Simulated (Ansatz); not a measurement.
`C[SiH2][SiH2]O` → `C[SiH2]O` + `[SiH2]`  (silylene formation by 1,1-elimination)

Computed with Ansatz on PBE0-D4/def2-TZVP structures; ΔE is electronic, products minus reactants. CCSD(T)/CBS adds triple-zeta CCSD(T) − MP2 to the extrapolated MP2 energy (def2 sets, frozen cores). This one scheme is used for every species. DFT in def2-TZVPP. HSE06 is defined as in plane-wave codes. One conformer a species, not always the lowest.

```
     level  ΔE (kcal/mol)
   BLYP-D4           50.6
r2SCAN0-D4           58.4
  BHLYP-D4           53.5
     HSE06           56.1
```

**Question.** What does CCSD(T)/CBS give? (Estimate.)

**Answer.** The calculation gave: +52.6 kcal/mol. The listed levels differ from it by -2.0, 5.8, 0.9, 3.5 kcal/mol.

Largest T1 diagnostic among the species: 0.014.

Leaving LDA and LC-ωPBE aside and taking each functional with its dispersion term where it has one, the values, not all of them listed here, spread over 7.9 kcal/mol, from BLYP-D4 to r2SCAN-D4. LDA lies +7.1 kcal/mol from PBE without D4. In def2-TZVPP, CCSD(T) changes the Hartree–Fock value by +4.8 kcal/mol (the triples alone add +1.3 kcal/mol) and MP2 by +8.2 kcal/mol.
